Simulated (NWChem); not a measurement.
Program: NWChem. System: C$_{2}$H$_{6}$N, charge 0, spin multiplicity 2, at a geometry optimised with UB3LYP/def2-SVP. The structure started from a generated list of species. Its SCF solution wasn't tested for a lower state. Level: Ur2SCAN/def2-TZVP.

NWChem printed:

```
             Northwest Computational Chemistry Package (NWChem) 7.3.0
             --------------------------------------------------------

                                NWChem Input Module
                                -------------------

 Scaling coordinates for geometry "geometry" by  1.889725989
 (inverse scale =  0.529177249)

 Turning off AUTOSYM since
 SYMMETRY directive was detected!

                             Geometry "geometry" -> ""
                             -------------------------

 Output coordinates in angstroms (scale by  1.889725989 to convert to a.u.)

  No.       Tag          Charge          X              Y              Z
 ---- ---------------- ---------- -------------- -------------- --------------
    1 C                    6.0000     1.19213900     0.00000000     0.16591000
    2 N                    7.0000     0.00000000     0.00000000    -0.62825200
    3 C                    6.0000    -1.19213900     0.00000000     0.16591000
    4 H                    1.0000     1.23874600    -0.88599400     0.83636300
    5 H                    1.0000     1.23874600     0.88599400     0.83636300
    6 H                    1.0000     2.09145100     0.00000000    -0.46930600
    7 H                    1.0000    -1.23874600     0.88599400     0.83636300
    8 H                    1.0000    -1.23874600    -0.88599400     0.83636300
    9 H                    1.0000    -2.09145100     0.00000000    -0.46930600

 Effective nuclear repulsion energy (a.u.)      76.6574818312

            Nuclear Dipole moment (a.u.)
            ----------------------------
        X                 Y               Z
 ---------------- ---------------- ----------------
    -0.0000000000     0.0000000000    -0.0000075589

      Symmetry information
      --------------------

 Group name             C2v
 Group number             16
 Group order               4
 No. of unique centers     4

      Symmetry unique atoms

     1    2    4    6


 Summary of "ao basis" -> "" (spherical)
 ------------------------------------------------------------------------------
       Tag                 Description            Shells   Functions and Types
 ---------------- ------------------------------  ------  ---------------------
 *                         def2-tzvp                  on all atoms

                                 NWChem DFT Module
                                 -----------------

 Summary of "ao basis" -> "ao basis" (spherical)
 ------------------------------------------------------------------------------
       Tag                 Description            Shells   Functions and Types
 ---------------- ------------------------------  ------  ---------------------
 C                         def2-tzvp                11       31   5s3p2d1f
 N                         def2-tzvp                11       31   5s3p2d1f
 H                         def2-tzvp                 4        6   3s1p

 Summary of "ao basis" -> "ao basis" (spherical)
 ------------------------------------------------------------------------------
       Tag                 Description            Shells   Functions and Types
 ---------------- ------------------------------  ------  ---------------------
 C                         def2-tzvp                11       31   5s3p2d1f
 N                         def2-tzvp                11       31   5s3p2d1f
 H                         def2-tzvp                 4        6   3s1p

      Symmetry analysis of basis
      --------------------------

        a1         46
        a2         20
        b1         39
        b2         24

            General Information
            -------------------
          SCF calculation type: DFT
          Wavefunction type:  spin polarized.
          No. of atoms     :     9
          No. of electrons :    25
           Alpha electrons :    13
            Beta electrons :    12
          Charge           :     0
          Spin multiplicity:     2
          Use of symmetry is: on ; symmetry adaption is: on
          Maximum number of iterations: 100
          AO basis - number of functions:   129
                     number of shells:    57
          Convergence on energy requested:  1.00D-06
[...]
              MO Center=  8.6D-15, -3.2D-15, -9.6D-02, r^2= 3.4D+00
   Bfn.  Coefficient  Atom+Function         Bfn.  Coefficient  Atom+Function
  ----- ------------  ---------------      ----- ------------  ---------------
     6      0.221465  1 C  px                68      0.221465  3 C  px
   107      0.202548  6 H  s                125     -0.202548  9 H  s
     9      0.165805  1 C  px                71      0.165805  3 C  px
    37     -0.156787  2 N  px               106      0.129857  6 H  s
   124     -0.129857  9 H  s                 40     -0.126324  2 N  px

 Vector   12  Occ=1.000000D+00  E=-2.187178D-01  Symmetry=a1
              MO Center= -6.2D-17,  1.6D-15, -5.7D-01, r^2= 1.8D+00
   Bfn.  Coefficient  Atom+Function         Bfn.  Coefficient  Atom+Function
  ----- ------------  ---------------      ----- ------------  ---------------
    39      0.359438  2 N  pz                42      0.298096  2 N  pz
    45      0.268134  2 N  pz                35     -0.193293  2 N  s
    36     -0.185915  2 N  s                 34     -0.131399  2 N  s
     8     -0.121611  1 C  pz                70     -0.121611  3 C  pz
    11     -0.095995  1 C  pz                73     -0.095995  3 C  pz

 Vector   13  Occ=0.000000D+00  E=-1.015016D-01  Symmetry=b2
              MO Center= -8.7D-15, -4.0D-14, -2.7D-01, r^2= 2.0D+00
   Bfn.  Coefficient  Atom+Function         Bfn.  Coefficient  Atom+Function
  ----- ------------  ---------------      ----- ------------  ---------------
    38      0.383432  2 N  py                44      0.347710  2 N  py
    41      0.337647  2 N  py                96      0.232080  4 H  s
   102     -0.232080  5 H  s                114     -0.232080  7 H  s
   120      0.232080  8 H  s                 95      0.124329  4 H  s
   101     -0.124329  5 H  s                113     -0.124329  7 H  s

 Vector   14  Occ=0.000000D+00  E= 5.239552D-02  Symmetry=a1
              MO Center= -4.7D-14, -2.3D-14,  6.6D-01, r^2= 6.0D+00
   Bfn.  Coefficient  Atom+Function         Bfn.  Coefficient  Atom+Function
  ----- ------------  ---------------      ----- ------------  ---------------
     5      1.871999  1 C  s                 67      1.871999  3 C  s
    96     -1.090375  4 H  s                102     -1.090375  5 H  s
   114     -1.090375  7 H  s                120     -1.090375  8 H  s
   108     -0.724904  6 H  s                126     -0.724904  9 H  s
    14      0.433720  1 C  pz                76      0.433720  3 C  pz

 Vector   15  Occ=0.000000D+00  E= 9.880669D-02  Symmetry=b1
              MO Center=  4.9D-14, -7.2D-16,  5.4D-01, r^2= 7.9D+00
   Bfn.  Coefficient  Atom+Function         Bfn.  Coefficient  Atom+Function
  ----- ------------  ---------------      ----- ------------  ---------------
     5      3.099000  1 C  s                 67     -3.099000  3 C  s
    96     -1.278497  4 H  s                102     -1.278497  5 H  s
   114      1.278497  7 H  s                120      1.278497  8 H  s
   108     -0.899366  6 H  s                126      0.899366  9 H  s
    43     -0.548807  2 N  px                12     -0.327424  1 C  px

   alpha - beta orbital overlaps
   -----------------------------

   alpha      1      2      3      4      5      6      7      8      9     10
    beta      1      2      3      4      5      6      9      7      8     10
 overlap   1.000  1.000  1.000  0.995  1.000  0.995  0.982  0.999  0.999  1.000

   alpha     11     12     13     14     15     16     17     18     19     20
    beta     11     12     13     14     15     16     18     17     20     19
 overlap   0.999  0.999  0.974  0.999  0.997  0.887  0.993  0.886  1.000  0.997

   alpha     21     22     23     24     25     26     27     28     29     30
    beta     21     22     23     24     25     27     26     28     29     30
 overlap   1.000  0.999  0.995  1.000  0.998  0.978  0.998  0.981  0.998  0.985

   alpha     31     32     33     34     35     36     37     38     39     40
    beta     31     32     35     33     34     36     37     38     39     40
 overlap   0.996  0.983  0.978  1.000  0.979  0.996  0.995  0.999  0.996  0.999

   alpha     41     42     43     44     45     46     47     48     49     50
    beta     41     42     43     44     45     46     47     48     49     50
 overlap   0.999  0.996  1.000  1.000  0.999  0.999  1.000  1.000  1.000  0.997

   alpha     51     52     53     54     55     56     57     58     59     60
    beta     51     52     53     54     55     56     57     58     59     60
 overlap   0.998  0.954  0.939  0.999  0.994  0.999  1.000  0.999  1.000  0.989

   alpha     61     62     63     64     65     66     67     68     69     70
    beta     62     61     63     64     65     66     67     68     69     70
 overlap   0.999  1.000  0.999  1.000  0.989  0.999  0.999  1.000  1.000  0.988

   alpha     71     72     73     74     75     76     77     78     79     80
    beta     71     72     73     74     75     77     76     78     79     80
 overlap   1.000  0.999  0.999  1.000  0.999  0.993  0.999  0.999  0.999  1.000

   alpha     81     82     83     84     85     86     87     88     89     90
    beta     82     81     83     84     85     86     87     88     89     90
 overlap   0.992  0.999  0.999  0.999  0.990  0.999  1.000  1.000  0.997  0.996

   alpha     91     92     93     94     95     96     97     98     99    100
    beta     91     92     93     94     95     97     96     98     99    100
 overlap   1.000  0.996  1.000  1.000  0.999  0.999  1.000  0.999  0.997  0.997

   alpha    101    102    103    104    105    106    107    108    109    110
    beta    101    102    103    104    105    106    107    108    109    110
 overlap   0.999  0.999  1.000  0.968  0.963  0.999  0.993  0.999  0.998  1.000

   alpha    111    112    113    114    115    116    117    118    119    120
    beta    111    112    113    114    115    116    117    118    119    120
 overlap   0.999  0.999  0.997  1.000  0.995  0.999  0.998  0.997  0.992  0.997

   alpha    121    122    123    124    125    126    127    128    129
    beta    121    123    122    124    125    126    127    128    129
 overlap   1.000  0.999  0.994  1.000  1.000  1.000  1.000  1.000  1.000

     --------------------------
     Expectation value of S2:
     --------------------------
      <S2> =      0.7566 (Exact =     0.7500)

 center of mass
 --------------
 x =   0.00000000 y =   0.00000000 z =  -0.10252749

 moments of inertia (a.u.)
 ------------------
          44.589527953850           0.000000000000           0.000000000000
           0.000000000000         208.669092981863           0.000000000000
           0.000000000000           0.000000000000         186.680913293757

     Multipole analysis of the density
     ---------------------------------

     L   x y z        total         alpha         beta         nuclear
     -   - - -        -----         -----         ----         -------
     0   0 0 0     -0.000000    -13.000000    -12.000000     25.000000

     1   1 0 0      0.000000      0.000000      0.000000     -0.000000
     1   0 1 0     -0.000000      0.000000     -0.000000      0.000000
     1   0 0 1      0.669422      0.645384      0.024046     -0.000008

     2   2 0 0    -13.516864    -64.545291    -63.033674    114.062101
     2   1 1 0      0.000000      0.000000     -0.000000      0.000000
     2   1 0 1      0.000000      0.000000      0.000000      0.000000
     2   0 2 0    -14.857389    -14.095357    -11.974965     11.212933
     2   0 1 1     -0.000000     -0.000000     -0.000000      0.000000
     2   0 0 2    -16.719237    -20.814934    -18.515304     22.611001

 Task  times  cpu:        6.0s     wall:        6.0s

 Total times  cpu:        6.0s     wall:        6.0s
```

Write an NWChem input that would produce this output.

This is not unique; one that fits is 
```
start mol
memory heap 200 mb stack 900 mb global 1100 mb
geometry units angstroms nocenter noautoz
  C      1.192139     0.000000     0.165910
  N      0.000000     0.000000    -0.628252
  C     -1.192139     0.000000     0.165910
  H      1.238746    -0.885994     0.836363
  H      1.238746     0.885994     0.836363
  H      2.091451     0.000000    -0.469306
  H     -1.238746     0.885994     0.836363
  H     -1.238746    -0.885994     0.836363
  H     -2.091451     0.000000    -0.469306
  symmetry group C2v
end
basis spherical
  * library def2-tzvp
end
dft
  xc r2scan
  odft
  mult 2
  semidirect memsize 60000000 filesize 0
  iterations 100
  grid fine
end
task dft energy
```
